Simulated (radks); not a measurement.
Values are calculated unless marked as measured or tabulated.
Question: The mean radii <r> (bohr) of the occupied orbitals of an atom or ion are listed with their occupations. Level of theory: Dirac Kohn-Sham, exchange-only PBE, spin-unpolarised, spherical densities, finite nucleus; Fermi nuclear charge, rms radius of each element as measured or else 0.836 A^(1/3) + 0.57 fm (a radial shooting solver on a logarithmic mesh with Libxc functionals).

| orbital | occ. | <r> |
|---|---|---|
| 1s1/2 | 2 | 0.01774 |
| 2s1/2 | 2 | 0.07423 |
| 2p1/2 | 2 | 0.06128 |
| 2p3/2 | 4 | 0.06946 |
| 3s1/2 | 2 | 0.1915 |
| 3p1/2 | 2 | 0.1815 |
| 3p3/2 | 4 | 0.1959 |
| 3d3/2 | 4 | 0.1707 |
| 3d5/2 | 6 | 0.1751 |
| 4s1/2 | 2 | 0.3917 |
| 4p1/2 | 2 | 0.3887 |
| 4p3/2 | 4 | 0.4106 |
| 4d3/2 | 2 | 0.3999 |

Name the element and its charge. Open shells, if any, fill j = l - 1/2 first.

Answer: Z = 76, osmium, charge +38: Os38+ in [Kr] 4d2. The 1s radius gives Z: for a bare nucleus <r> = (2 gamma + 1)/(2Z) with gamma = sqrt(1 - (Z/c)^2), 0.01753 bohr for Z = 76, and screening makes it slightly larger (0.01774 here). The occupations add up to 38, and the charge is Z minus that.
